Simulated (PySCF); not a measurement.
**Vertical excitation energies**

Species: C6H10O.
InChI=1S/C6H10O/c1-4-5-6(2)7-3/h5-6H,1H2,2-3H3/t6-/m0/s1

Computed with PySCF 2.14.0, density-fitted response routines, TDDFT CAM-B3LYP/def2-SVPD, vertical, gas phase, core orbitals frozen in the response. One conformer (not necessarily the lowest) at the PBE0-D3(BJ)/def2-SVP geometry, without solvent, vibrations or thermal averaging. Torsions of this conformer, `[CH2:1]=[C:2]=[CH:3][C@H:4]([CH3:5])[O:6][CH3:7]`: C2–C3–C4–C5 -117°, C3–C4–O6–C7 -69°.

Question: List the vertical singlet excitations with oscillator strengths and describe the spectrum.

Answer: 

| state | E (eV) | λ (nm) | f | main configurations (H = HOMO, L = LUMO) |
| --- | --- | --- | --- | --- |
| S1 | 5.87 | 211.0 | 0.0001 | H-1→L (41%), H-1→L+1 (15%), H-1→L+2 (13%) |
| S2 | 6.16 | 201.3 | 0.0003 | H→L+1 (49%), H-2→L+1 (18%), H-1→L (12%) |
| S3 | 7.10 | 174.7 | 0.012 | H→L (46%), H→L+1 (18%), H-1→L (16%) |
| S4 | 7.25 | 171.0 | 0.069 | H→L+2 (42%), H→L (17%), H→L+1 (14%) |
| S5 | 7.32 | 169.4 | 0.024 | H-1→L+2 (60%), H-1→L (17%) |
| S6 | 7.33 | 169.1 | 0.058 | H-2→L+1 (50%), H→L+2 (15%), H→L+1 (10%) |

The lowest singlet lies at 5.87 eV (211 nm, ultraviolet) and is dark (f under 0.0005); its leading configuration is HOMO-1→LUMO (41%). The most intense listed level is S4 at 7.25 eV (171 nm, f = 0.069), 1.38 eV above S1. Löwdin shares by element: HOMO carbon 42% or more, oxygen 33% (atoms not listed hold the other 25%); LUMO carbon 59% or more, hydrogen 7% or more (atoms not listed hold the other 34%). Weighted by f, the mean energy of these states is 7.28 eV. Orbital energies (eV): HOMO-3 -10.59, HOMO-2 -9.44, HOMO-1 -8.93, HOMO -8.76, LUMO 1.20, LUMO+1 1.32, LUMO+2 1.40. The listed states span 1.46 eV, and the widest gap between neighbours is 0.94 eV (S2 to S3). Singlets were solved by full linear response.

Hardware: one thread of an x86-64 server, on a shared host. Cost: 49 s of wall time.
